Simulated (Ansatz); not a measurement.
The cluster TaSi₃⁻, relaxed as a singlet with RKS PBE-D4/def2-SVPD in Ansatz, starting from the GFN2-xTB geometry. Force threshold 0.02 eV/Å.

In the def2 sets Ta takes a core potential; there is no spin–orbit coupling. The restricted singlet is unstable towards broken spin symmetry in Hartree–Fock (as tested in another run); at PBE-D4/def2-SVPD this wasn't settled. Another isomer (triplet) lies 3.52 eV lower at PBE0-D4/def2-TZVPD; other spin states weren't run for this one.

Start:

```csv
atom,x (Å),y (Å),z (Å)
Ta1,-3.096,-0.201,1.354
Si2,-1.036,-0.459,0.010
Si3,1.054,0.076,-0.452
Si4,3.078,0.585,-0.912
```

```json
{"step": "1", "energy (eV)": "-25160.7887", "largest force component (eV/Å)": "1.894", "SCF passes": "302"}
{"step": "2", "energy (eV)": "-25160.8933", "largest force component (eV/Å)": "1.932", "SCF passes": "82"}
{"step": "3", "energy (eV)": "-25161.0416", "largest force component (eV/Å)": "0.730", "SCF passes": "86"}
{"step": "4", "energy (eV)": "-25161.0541", "largest force component (eV/Å)": "0.543", "SCF passes": "153"}
{"step": "5", "energy (eV)": "-25161.0675", "largest force component (eV/Å)": "0.499", "SCF passes": "71"}
{"step": "6", "energy (eV)": "-25161.0787", "largest force component (eV/Å)": "0.034", "SCF passes": "122"}
{"step": "7", "energy (eV)": "-25161.0788", "largest force component (eV/Å)": "0.005", "SCF passes": "61"}
```

Force components are those of the run's own axes.

End:

Cartesian coordinates in Å:
```
Ta -3.148 -0.439 1.113
Si -1.017 -0.147 0.353
Si 1.083 0.139 -0.396
Si 3.082 0.446 -1.070
```

By distances, no bond broke or formed. The bond that changes most is Ta1–Si2, from 2.47 to 2.28 Å (atoms count from 1).

No frequencies were taken in this run, so the end may be a saddle point.

Run time 28 s (4 threads of Arm Neoverse V2 on a shared host).
